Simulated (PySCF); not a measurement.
A structure optimised at PBE-D3(BJ)/def2-SVP, used in a PySCF frequency run:

```
Si
H 1 1.5054
Si 1 2.3426 2 113.70
H 3 1.5055 1 111.76 2 -58.97
H 3 1.5057 4 108.62 1 -123.06
H 3 1.5060 4 108.77 5 -118.14
Si 1 2.3536 2 112.49 3 -127.65
H 7 1.5076 1 115.80 2 0.35
H 7 1.5082 8 107.83 1 -130.09
C 7 1.9511 8 109.96 9 -118.84
N 10 1.2817 7 124.72 8 -121.21
H 10 1.1200 11 117.53 7 179.84
Si 11 1.7908 10 122.25 12 179.94
H 13 1.5035 11 107.94 10 121.48
H 13 1.5038 14 108.64 11 -116.17
```

Problem. Write its SMILES and formula.

Solution. [SiH3][Si@H]1[SiH2]C=N[SiH2]1, CH₉NSi₄

Problem. What are its rotational constants (standard atomic weights)?

Solution. 2.0434, 1.0709, 0.81212 GHz
